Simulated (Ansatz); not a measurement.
`OC(O)[SiH2][SiH3]` + `[SH][GeH3]` → `[SiH3][SiH2][S][GeH3]` + `OCO`  (ligand exchange at the Si–C bond)

Gas-phase electronic energies from Ansatz, PBE0-D4/def2-TZVP geometries. CCSD(T)/CBS adds triple-zeta CCSD(T) − MP2 to the extrapolated MP2 energy (def2 sets, frozen cores). This one scheme is used for every species. Functionals use def2-TZVPP. For Ge outer-core shells are correlated without core-valence functions, which leaves a few kJ/mol of doubt a bond. Scalar relativity is left out up to krypton. Each species was taken in one conformer, which may not be the lowest.

`OC(O)[SiH2][SiH3]`:

```xyz
13

O     0.696   -0.804   -1.616
C    -0.052    0.338   -1.263
O    -1.084    0.595   -2.176
Si   -0.838    0.167    0.476
Si    0.857   -0.194    2.047
H     0.107   -1.566   -1.590
H     0.687    1.150   -1.267
H    -0.690    0.761   -3.040
H    -1.747   -1.015    0.425
H    -1.630    1.379    0.817
H     0.292   -0.204    3.424
H     1.872    0.891    1.963
H     1.529   -1.497    1.801
```

`[SH][GeH3]`:

Cartesian coordinates in Å:
```
S -1.657 0.276 0.380
Ge 0.539 0.018 0.136
H -1.957 -0.208 -0.837
H 1.048 0.850 -1.051
H 0.885 -1.463 -0.079
H 1.141 0.527 1.450
```

`[SiH3][SiH2][S][GeH3]`:

```xyz
12

Si   -1.870   -0.609   -0.746
Si    0.163    0.399   -1.321
S     1.826   -0.590   -0.405
Ge    1.594    0.173    1.674
H    -3.005    0.091   -1.409
H    -1.858   -2.032   -1.177
H    -2.075   -0.555    0.726
H     0.153    1.840   -0.943
H     0.389    0.291   -2.787
H     2.787   -0.398    2.449
H     1.626    1.708    1.660
H     0.269   -0.318    2.277
```

`OCO`:

```xyz
7

O     0.084    0.860    0.859
C    -0.379   -0.156    0.020
O     0.584   -0.586   -0.895
H     0.823    0.511    1.367
H    -1.261    0.261   -0.477
H    -0.665   -1.052    0.581
H     0.815    0.162   -1.455
```

```
             level  ΔE (kcal/mol)
            r2SCAN          -21.7
     HF/def2-TZVPP          -22.9
CCSD(T)/def2-TZVPP          -21.8
     HF/def2-QZVPP          -22.9
```

Task: What does CCSD(T)/CBS give? (Estimate.)

Result: The calculation gave: -22.8 kcal/mol. The listed levels differ from it by 1.1, -0.1, 1.0, -0.1 kcal/mol.

Largest T1 diagnostic among the species: 0.013.

From PBE to PBE0 (25 % exact exchange), in def2-TZVPP and without D4, ΔE moves by −1.3 kcal/mol. The D4 term adds −1.4 kcal/mol with B3LYP and −0.8 kcal/mol with PBE0; it sums over pairs of atoms, weighted by their polarisabilities, and B3LYP, whose exchange is more repulsive, gets the larger term.

B3LYP here is the variant with VWN-RPA as its local correlation; programs differ in this.
